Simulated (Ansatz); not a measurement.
One change: `OCO[SiH3]` becomes `C[SiH2]OCO`.

Ansatz, PBE0-D4/def2-TZVP geometries, multiplicity 1. Each molecule was computed in one conformer, which needn't be the lowest.

| property | `OCO[SiH3]` |
| --- | --- |
| HOMO–LUMO gap (PBE/def2-TZVPP) / eV | 6.01 |
| HOMO energy (PBE0/def2-TZVPP) / eV | -8.18 |
| HOMO–LUMO gap (PBE0/def2-TZVPP) / eV | 8.42 |
| LUMO energy (PBE0/def2-TZVPP) / eV | 0.24 |
| HOMO–LUMO gap (B3LYP/def2-TZVPP) / eV | 7.98 |
| size of the dipole moment (B3LYP/def2-TZVPP) / D | 1.42 |

Problem. What does the change do to each property? (Estimate.)

Solution. Computed: 
```json
{"property": "HOMO–LUMO gap (PBE/def2-TZVPP) / eV", "`C[SiH2]OCO`": "6.60", "shift": "0.59"}
{"property": "HOMO energy (PBE0/def2-TZVPP) / eV", "`C[SiH2]OCO`": "-8.22", "shift": "-0.04"}
{"property": "HOMO–LUMO gap (PBE0/def2-TZVPP) / eV", "`C[SiH2]OCO`": "9.03", "shift": "0.61"}
{"property": "LUMO energy (PBE0/def2-TZVPP) / eV", "`C[SiH2]OCO`": "0.81", "shift": "0.57"}
{"property": "HOMO–LUMO gap (B3LYP/def2-TZVPP) / eV", "`C[SiH2]OCO`": "8.52", "shift": "0.54"}
{"property": "size of the dipole moment (B3LYP/def2-TZVPP) / D", "`C[SiH2]OCO`": "1.08", "shift": "-0.34"}
```

Dipoles are sizes alone; their direction can turn.

B3LYP here is the variant with VWN-RPA as its local correlation; programs differ in this.
